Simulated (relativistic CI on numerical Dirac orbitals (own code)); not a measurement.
## Cr5+: K-alpha X-ray emission

Computed with this model: Dirac-Coulomb-Breit CI, orbitals from a KLI potential per configuration, a model potential for QED, multiplet model of X-ray emission after core ionisation, unscaled Slater integrals; configurations [Ar] 3d → 1s 2s2 2p6 3s2 3p6 3d → [He] 2s2 2p5 3s2 3p6 3d; 300 K; Lorentzian 1.8 eV and Gaussian 0.6 eV FWHM. Energies are those of the free ion, without screening or charge transfer. S is read from ⟨S²⟩ = S(S + 1).

Field parameters in Wybourne normalisation: D4h B²₀ = −7Ds, B⁴₀ = 21(Dq − Dt), B⁴₄ = 21√(5/14) Dq. The field is a parameter set, without covalency.

free ion: ground-state S = 0.50, centroid 5408.03 eV. Peaks (eV, height): 5398.6 (25), 5402.8 (49), 5407.2 (20), 5411.2 (100).

D4h, 10Dq = 18800, Ds = -1500, Dt = -160 cm⁻¹: ground-state S = 0.50, centroid 5407.94 eV. Peaks (eV, height): 5397.4 (9), 5402.4 (59), 5411.4 (100).

Strongest unbroadened transitions for D4h, 10Dq = 18800, Ds = -1500, Dt = -160 cm⁻¹:

| Energy (eV) | Relative strength |
| --- | --- |
| 5402.61 | 63.6 |
| 5402.64 | 50.6 |
| 5402.69 | 48.0 |
| 5402.70 | 70.7 |
| 5408.86 | 32.0 |
| 5410.06 | 41.2 |
| 5410.09 | 53.8 |
| 5410.69 | 38.7 |
| 5410.72 | 92.9 |
| 5411.13 | 36.8 |
| 5411.16 | 43.6 |
| 5411.38 | 51.9 |
| 5411.45 | 58.1 |
| 5411.46 | 41.1 |
| 5411.49 | 45.4 |
| 5411.97 | 65.5 |
| 5412.24 | 100.0 |
| 5412.51 | 65.8 |
